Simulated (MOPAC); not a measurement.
MOPAC input (PM6):

```
PM6 FORCE THERMO(298,298) PRECISE LET GEO-OK AUX(PRECISION=9) THREADS=1
C2H10Si2

C    -1.31633701 1    1.37577744 1   -0.69269698 1
Si   -0.47590395 1   -0.00591621 1    0.25036325 1
C    -1.08312316 1   -1.68190246 1   -0.32159661 1
Si    1.67308043 1    0.15746511 1    0.24598096 1
H    -2.41040482 1    1.30395698 1   -0.58725925 1
H    -1.09953094 1    1.35766695 1   -1.77023509 1
H    -1.02536385 1    2.37081362 1   -0.32008043 1
H    -0.86150174 1    0.13912459 1    1.68709641 1
H    -0.85181434 1   -1.88828313 1   -1.37627400 1
H    -0.65345160 1   -2.50472852 1    0.27165069 1
H    -2.17736569 1   -1.75165771 1   -0.21658763 1
H     2.09173714 1    1.47901158 1    0.83746512 1
H     2.36508023 1    0.04878481 1   -1.08474729 1
H     2.27379070 1   -0.90759652 1    1.12710751 1
```

Output:

```
 *******************************************************************************
 **                                                                           **
 **                              MOPAC v23.2.5                                **
 **                                                                           **
 *******************************************************************************
 ** MOPAC's Digital Object Identifier: https://doi.org/10.5281/zenodo.6511958 **
 **                                                                           **
 ** Please cite the open-source release paper for use of this MOPAC version:  **
 ** J. E. Moussa and J. J. P. Stewart (2026)                                  **
 ** MOPAC: An open-source semiempirical molecular orbital program             **
 ** J. Open Source Softw., 11(119), 8025, https://doi.org/10.21105/joss.08025 **
 *******************************************************************************

                              PM6 CALCULATION RESULTS

 *******************************************************************************
 *  PM6        - The PM6 Hamiltonian to be used
 *  GEO-OK     - OVERRIDE INTERATOMIC DISTANCE AND OTHER SAFETY CHECKS
 *  LET        - OVERRIDE SOME SAFETY CHECKS
 *  PRECISE    - TIGHTER CRITERIA TO BE USED
 *  FORCE      - FORCE CALCULATION SPECIFIED
 *  AUX        - OUTPUT AUXILIARY INFORMATION
 *  THERMO     - THERMODYNAMIC QUANTITIES TO BE CALCULATED
 *******************************************************************************
PM6 FORCE THERMO(298,298) PRECISE LET GEO-OK AUX(PRECISION=9) THREADS=1
 C2H10Si2

   ATOM   CHEMICAL          X               Y               Z
  NUMBER   SYMBOL      (ANGSTROMS)     (ANGSTROMS)     (ANGSTROMS)

     1       C         -1.31633701  *   1.37577744  *  -0.69269698  *
     2      Si         -0.47590395  *  -0.00591621  *   0.25036325  *
     3       C         -1.08312316  *  -1.68190246  *  -0.32159661  *
     4      Si          1.67308043  *   0.15746511  *   0.24598096  *
     5       H         -2.41040482  *   1.30395698  *  -0.58725925  *
     6       H         -1.09953094  *   1.35766695  *  -1.77023509  *
     7       H         -1.02536385  *   2.37081362  *  -0.32008043  *
     8       H         -0.86150174  *   0.13912459  *   1.68709641  *
     9       H         -0.85181434  *  -1.88828313  *  -1.37627400  *
    10       H         -0.65345160  *  -2.50472852  *   0.27165069  *
    11       H         -2.17736569  *  -1.75165771  *  -0.21658763  *
    12       H          2.09173714  *   1.47901158  *   0.83746512  *
    13       H          2.36508023  *   0.04878481  *  -1.08474729  *
    14       H          2.27379070  *  -0.90759652  *   1.12710751  *

          CARTESIAN COORDINATES

    NO.       ATOM           X           Y           Z

     1         C         -1.3163      1.3758     -0.6927
     2        Si         -0.4759     -0.0059      0.2504
     3         C         -1.0831     -1.6819     -0.3216
     4        Si          1.6731      0.1575      0.2460
     5         H         -2.4104      1.3040     -0.5873
     6         H         -1.0995      1.3577     -1.7702
     7         H         -1.0254      2.3708     -0.3201
     8         H         -0.8615      0.1391      1.6871
     9         H         -0.8518     -1.8883     -1.3763
    10         H         -0.6535     -2.5047      0.2717
    11         H         -2.1774     -1.7517     -0.2166
[...]
 TRAVEL (Ang.)       0.3140         C  3 -- H 11         +20.8% ( 46.9%)     96.3%
 REDUCED MASS        0.2552         C  1 -- H  5         +20.8% ( 46.9%)     96.3%
 EFFECTIVE MASS      1.4719
 FORCE CONSTANT      1.0796

 VIBRATION         33   15A"          ATOM PAIR      ENERGY CONTRIBUTION    RADIAL
 FREQUENCY          2681.72         C  3 -- H  9         +30.4% ( 56.7%)     99.2%
 TRANSITION DIPOLE   0.3903         C  1 -- H  6         +30.4% ( 56.7%)     99.2%
 TRAVEL (Ang.)       0.3263         C  1 -- H  7         +12.8% ( 36.8%)     90.9%
 REDUCED MASS        0.2362         C  3 -- H 10         +12.8% ( 36.8%)     90.9%
 EFFECTIVE MASS      1.4655
 FORCE CONSTANT      1.0009

 VIBRATION         34   19A'          ATOM PAIR      ENERGY CONTRIBUTION    RADIAL
 FREQUENCY          2684.02         C  3 -- H  9         +30.5% ( 56.8%)     99.1%
 TRANSITION DIPOLE   1.0696         C  1 -- H  6         +30.5% ( 56.8%)     99.1%
 TRAVEL (Ang.)       0.3258         C  1 -- H  5         +12.5% ( 36.4%)     90.4%
 REDUCED MASS        0.2367         C  3 -- H 11         +12.5% ( 36.4%)     90.4%
 EFFECTIVE MASS      1.4717
 FORCE CONSTANT      1.0048

 VIBRATION         35   16A"          ATOM PAIR      ENERGY CONTRIBUTION    RADIAL
 FREQUENCY          2758.16         C  3 -- H  9         +18.7% ( 41.8%)     97.0%
 TRANSITION DIPOLE   0.9579         C  1 -- H  6         +18.7% ( 41.8%)     97.0%
 TRAVEL (Ang.)       0.3854         C  1 -- H  5         +15.9% ( 38.4%)     96.0%
 REDUCED MASS        0.1646         C  3 -- H 11         +15.9% ( 38.4%)     96.0%
 EFFECTIVE MASS      1.1309         C  1 -- H  7         +15.3% ( 37.7%)     95.7%
 FORCE CONSTANT      0.7376         C  3 -- H 10         +15.3% ( 37.7%)     95.7%

 VIBRATION         36   20A'          ATOM PAIR      ENERGY CONTRIBUTION    RADIAL
 FREQUENCY          2762.16         C  3 -- H  9         +18.8% ( 41.8%)     96.8%
 TRANSITION DIPOLE   0.7302         C  1 -- H  6         +18.8% ( 41.8%)     96.8%
 TRAVEL (Ang.)       0.3848         C  1 -- H  5         +16.3% ( 38.9%)     95.9%
 REDUCED MASS        0.1648         C  3 -- H 11         +16.3% ( 38.9%)     95.9%
 EFFECTIVE MASS      1.1353         C  3 -- H 10         +14.8% ( 37.1%)     95.3%
 FORCE CONSTANT      0.7410         C  1 -- H  7         +14.8% ( 37.1%)     95.3%

      SYMMETRY NUMBER FOR POINT-GROUP Cs  =  1

          SYSTEM IS A GROUND STATE

 C2H10Si2

          MOLECULE IS NOT LINEAR

          THERE ARE 36 GENUINE VIBRATIONS IN THIS SYSTEM
          THIS THERMODYNAMICS CALCULATION IS LIMITED TO
          MOLECULES WHICH HAVE NO INTERNAL ROTATIONS

                    CALCULATED THERMODYNAMIC PROPERTIES
                                          *
   TEMP. (K)   PARTITION FUNCTION   H.O.F.    ENTHALPY  HEAT CAPACITY ENTROPY
                                   KCAL/MOL   CAL/MOLE    CAL/K/MOL  CAL/K/MOL

 298.00  VIB.     0.2806D+03                  3865.2057    25.1390    24.1720
         ROT.     0.1533D+06                   888.2803     2.9808    26.7089
         INT.     0.4302D+08                  4753.4860    28.1198    50.8809
         TRA.     0.8292D+27                  1480.4672     4.9680    39.4107
         TOT.                      -17.687    6233.9532    33.0878    90.2916

   *: NOTE: HEATS OF FORMATION ARE RELATIVE TO THE
            ELEMENTS IN THEIR STANDARD STATE AT 298K
              (=  Standard Enthalpy of Formation).

            Hvib:  Zero-point energy is not included.
                   frequencies of less than zero cm-1 are not included.
            Hrot = (3/2)RT
            Htra = (3/2)RT + pV = (5/2)RT

            Heat capacity is Cp, not Cv

          For more information, see: HTTP://OpenMOPAC.net/Manual/thermochemistry.html

           FORCE CONSTANT IN CARTESIAN COORDINATES (Millidynes/A)

    ATOM   CHEMICAL       X               Y               Z
   NUMBER   SYMBOL  FORCE CONSTANT  FORCE CONSTANT  FORCE CONSTANT

      1       C        5.530634        5.633994        5.583130
      2      Si        4.981128        4.759940        3.664979
      3       C        5.639957        5.524668        5.583133
      4      Si        3.703051        3.541827        3.711458
      5       H        0.911026        1.425543        2.675278
      6       H        1.040798        1.129470        2.882178
      7       H        0.999542        3.510584        0.511833
      8       H        0.490904        0.704924        1.903831
      9       H        0.704206        1.466053        2.882188
     10       H        4.054743        0.455390        0.511827
     11       H        0.907134        1.429436        2.675276
     12       H        0.489414        2.221375        0.270545
     13       H        0.333238        0.415956        2.235993
     14       H        2.455410        0.255385        0.270540

 **********************
 *                    *
 * JOB ENDED NORMALLY *
 *                    *
 **********************

 == MOPAC DONE ==
```
